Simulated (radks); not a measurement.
All-electron atom: Zr20+ in [Ar] 3d1 4s1 (not the ground configuration). Calculated with a radial shooting solver on a logarithmic mesh with Libxc functionals: scalar-relativistic Kohn-Sham, OLYP, spin-polarised, spherical densities, finite nucleus; open shells are filled with parallel spins first (spin-orbit coupling, left out, can overturn this in heavy ions); Fermi nuclear charge, rms radius 4.2694 fm.

Normalised radial functions P(r) = r R(r), r in bohr:

r,3d down,4s up,4s down
0.004781,0.0002,0.1822,0.1805
0.006078,0.0004,0.2165,0.2145
0.007726,0.0008,0.2529,0.2505
0.009901,0.0016,0.2899,0.2872
0.01259,0.0031,0.3206,0.3176
0.016,0.0061,0.3392,0.3360
0.0205,0.0119,0.3355,0.3324
0.02607,0.0227,0.2978,0.2950
0.03314,0.0423,0.2142,0.2122
0.04246,0.0787,0.0716,0.0709
0.05398,0.1397,-0.1162,-0.1152
0.06862,0.2397,-0.3262,-0.3233
0.08794,0.4009,-0.5063,-0.5016
0.1118,0.6257,-0.5591,-0.5539
0.1421,0.9165,-0.4102,-0.4064
0.1821,1.2528,-0.0232,-0.0228
0.2315,1.5404,0.4634,0.4594
0.2943,1.6911,0.8001,0.7940
0.3741,1.6107,0.6934,0.6904
0.4794,1.2702,0.0309,0.0353
0.6095,0.8026,-0.8170,-0.8066
0.7748,0.3854,-1.3130,-1.3068
0.9929,0.1257,-1.1472,-1.1540
1.262,0.0269,-0.6146,-0.6227
1.605,0.0032,-0.1976,-0.2006
2.056,0.0002,-0.0318,-0.0323
2.614,0.0000,-0.0025,-0.0026

3d down (empty): eigenvalue -853.45 eV, 0 radial nodes, <r> = 0.371 bohr, 90 % of the charge inside 0.572 bohr. 4s up: eigenvalue -508.09 eV, 3 radial nodes at r = 0.0468, 0.184, 0.484 bohr, <r> = 0.835 bohr, 90 % of the charge inside 1.18 bohr. 4s down (empty): eigenvalue -505.87 eV, 3 radial nodes at r = 0.0468, 0.184, 0.484 bohr, <r> = 0.839 bohr, 90 % of the charge inside 1.18 bohr.
